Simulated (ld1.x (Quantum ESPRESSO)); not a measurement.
## gallium: excitation energies, all-electron against TM

gallium, norm-conserving Troullier–Martins (Kleinman–Bylander form), made with ld1.x (Quantum ESPRESSO) 7.5 (LDA (PZ), fully relativistic). Core [Ar] 3d10, reference 4s2 4p1. Waves: 4p (bound): rc 2.70 bohr; 4s (bound): rc 1.65 bohr. Local part: the s channel. Core correction: a·sin(br)/r model core inside 1.15 bohr.

Open shells are filled in proportion to 2j + 1 (rel_dist='average').

Energies are relative to the spin-unpolarised reference configuration 4s2 4p1; without spin polarisation the order of configurations can differ from experiment. The frozen-core shift is the all-electron ΔE with the core orbitals held at their reference shape minus the fully relaxed ΔE.

| valence configuration | charge | ΔE all-electron (eV) | error AE − PS (meV) | frozen-core shift (meV) |
| --- | --- | --- | --- | --- |
| 4s2 4p0 | +1 | 5.890 | -12 | +12 |
| 4s1 4p0 | +2 | 27.393 | -181 | +202 |
| 4s2 4p0.5 | +0.5 | 2.121 | -1.7 | +1.8 |
| 4s2 4p1.3 | -0.3 | -0.578 | -0.2 | +0.2 |
| 4s1 4p2 | 0 | 6.610 | -13 | +17 |
| 4s0 4p3 | 0 | 13.540 | -51 | +65 |

**Question.** What are ΔE and the potential's error for 4s1 4p1?

**Answer.** ΔE = 13.338 eV all-electron; the error (AE − PS) is -46 meV.

Note: ghost state, extra bound levels that the all-electron valence spectrum of the same l lacks: p1/2 at -2385.2 eV. A true bound ghost makes a file unfit for plane-wave use.
